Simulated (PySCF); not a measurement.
# How methods differ on the ionisation energy of Ne+

Ne+ [He] 2s2 2p5 [2p1/2^2 2p3/2^3, M_J = 3/2] → Ne(2+) [He] 2s2 2p4 [2p1/2^2 2p3/2^2, M_J = 2], as a difference of total energies. All numbers are calculated (PySCF 2.14, the two-component X2C-1e Hamiltonian, in x2c-TZVPall-2c). Correlated levels: 1s2 frozen. "Screened" scales the spin-orbit matrix elements by Boettger's factors to mimic the two-electron term; Breit and QED terms are absent.

```csv
method,ionisation energy (eV)
GHF (spin-free),39.270
GMP2 (spin-free),40.710
GHF (screened spin-orbit),39.264
GMP2 (screened spin-orbit),40.704
```

Task: How much does correlation contribute at GMP2 (screened spin-orbit)?

Result: 40.704 − (39.264) = 1.440 eV, measured against GHF (screened spin-orbit).

Errors of the correlated levels include the incompleteness of this basis and the frozen core.

The labels give the starting determinants; with spin-orbit coupling the two ends relaxed to ⟨J²⟩ = 3.75, ⟨L²⟩ = 2.00, ⟨S²⟩ = 0.75 and ⟨J²⟩ = 6.00, ⟨L²⟩ = 2.00, ⟨S²⟩ = 2.00.

For comparison: 40.963 eV (measured; NIST Atomic Spectra Database, ionization energies).
